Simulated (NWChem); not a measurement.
System: CH6Sn; SMILES [CH3][SnH3]

NWChem input:

```
start job
memory heap 200 mb stack 900 mb global 1100 mb
geometry units angstroms noautoz
  Sn     0.000000     0.000000    -0.310803
  C      0.000000     0.000000     1.841069
  H     -1.247127    -1.022189    -0.900365
  H      1.508805    -0.568949    -0.900365
  H     -0.261678     1.591138    -0.900365
  H     -0.960632     0.378336     2.217603
  H      0.807965     0.642764     2.217603
  H      0.152668    -1.021100     2.217603
end
basis spherical
  Sn library sto-3g
  C library sto-3g
  H library sto-3g
end
dft
  xc hfexch
  iterations 150
  mulliken
end
task dft energy
```

NWChem printed, in part:

```
             Northwest Computational Chemistry Package (NWChem) 7.3.0
             --------------------------------------------------------

 C3  symmetry detected

                             Geometry "geometry" -> ""
                             -------------------------

 Output coordinates in angstroms (scale by  1.889725989 to convert to a.u.)

  No.       Tag          Charge          X              Y              Z
 ---- ---------------- ---------- -------------- -------------- --------------
    1 Sn                  50.0000     0.00000000     0.00000000    -0.30206071
    2 C                    6.0000     0.00000000     0.00000000     1.84981129
    3 H                    1.0000     0.00000002     1.61251223    -0.89162271
    4 H                    1.0000    -1.39647657    -0.80625610    -0.89162271
    5 H                    1.0000     1.39647655    -0.80625613    -0.89162271
    6 H                    1.0000     0.90156257     0.50312771     2.22634529
    7 H                    1.0000    -0.01505990    -1.03233995     2.22634529
    8 H                    1.0000    -0.88650267     0.52921223     2.22634529

 Effective nuclear repulsion energy (a.u.)     163.5049022471

      Symmetry information
      --------------------

 Group name             C3
 Group number              5
 Group order               3
 No. of unique centers     4

  xc_inp: hfexch multiplicative factor not found.

                                 NWChem DFT Module
                                 -----------------

 Summary of "ao basis" -> "ao basis" (spherical)
 ------------------------------------------------------------------------------
       Tag                 Description            Shells   Functions and Types
 ---------------- ------------------------------  ------  ---------------------
 Sn                          sto-3g                 11       27   5s4p2d
 C                           sto-3g                  3        5   2s1p
 H                           sto-3g                  1        1   1s

      Symmetry analysis of basis
      --------------------------

        a          16
        e+         11
        e-         11

  Rotation of axis

            General Information
            -------------------
          SCF calculation type: DFT
          Wavefunction type:  closed shell.
          No. of atoms     :     8
          No. of electrons :    62
           Alpha electrons :    31
            Beta electrons :    31
          Charge           :     0
          Spin multiplicity:     1
          Use of symmetry is: on ; symmetry adaption is: on
          Maximum number of iterations: 150
          AO basis - number of functions:    38
                     number of shells:    20
          Convergence on energy requested:  1.00D-06
          Convergence on density requested:  1.00D-05
          Convergence on gradient requested:  5.00D-04

              XC Information
              --------------
                     Hartree-Fock (Exact) Exchange  1.000

      Superposition of Atomic Density Guess
      -------------------------------------

 Sum of atomic energies:       -6003.17035389

      Non-variational initial energy
      ------------------------------

 Total energy =   -6003.099480
 1-e energy   =   -8633.699227
 2-e energy   =    2467.094845
 HOMO         =      -0.184051
 LUMO         =       0.374938

      Symmetry analysis of molecular orbitals - initial
      -------------------------------------------------

  Numbering of irreducible representations:

     1 a           2 e+          3 e-

  Orbital symmetries:

     1 a           2 a           3 e+          4 e+          5 a
     6 a           7 e+          8 e+          9 a          10 e+
    11 e+         12 a          13 e+         14 e+         15 a
    16 a          17 e+         18 e+         19 a          20 a
    21 e+         22 e+         23 a          24 e+         25 e+
    26 a          27 e+         28 e+         29 e+         30 e+
    31 a          32 a          33 a          34 e+         35 e+
    36 a          37 e+         38 e+

     ---------------------------------------------
      Total Density - Mulliken Population Analysis
     ---------------------------------------------

    Atom       Charge   Shell Charges
 -----------   ------   -------------------------------------------------------
    1 Sn  50    49.19   2.00  2.00  6.00  2.00  5.99  2.01  5.98  1.21  2.03 10.00  9.96
    2 C    6     6.36   1.99  1.36  3.00
    3 H    1     1.20   1.20
    4 H    1     1.20   1.20
    5 H    1     1.20   1.20
    6 H    1     0.95   0.95
    7 H    1     0.95   0.95
    8 H    1     0.95   0.95

   convergence    iter        energy       DeltaE   RMS-Dens  Diis-err
 ---------------- ----- ----------------- --------- --------- ---------
 d= 0,ls=0.0,diis     1  -6004.1900064509 -6.17D+03  7.42D-03  4.06D-02
 d= 0,ls=0.0,diis     2  -6004.2006056425 -1.06D-02  2.39D-03  2.76D-03
 d= 0,ls=0.0,diis     3  -6004.2013131567 -7.08D-04  1.79D-04  4.11D-05
 d= 0,ls=0.0,diis     4  -6004.2013205045 -7.35D-06  3.23D-05  5.90D-07
 d= 0,ls=0.0,diis     5  -6004.2013206674 -1.63D-07  3.35D-06  5.84D-09

         Total DFT energy =    -6004.201320667352
      One electron energy =    -8627.758953152534
           Coulomb energy =     2626.988686609498
    Exchange-Corr. energy =     -166.935956371446
 Nuclear repulsion energy =      163.504902247129

 Numeric. integr. density =        0.000000000000

                  Occupations of the irreducible representations
                  ----------------------------------------------

                     irrep           alpha         beta
                     --------     --------     --------
                     a                13.0         13.0
                     e+               18.0         18.0
                     e-                0.0          0.0

[...]
```

Level: Hartree-Fock/STO-3G, non-relativistic. Structure relaxed at the PBE0/def2-SVP (def2 core potentials past Kr) level.
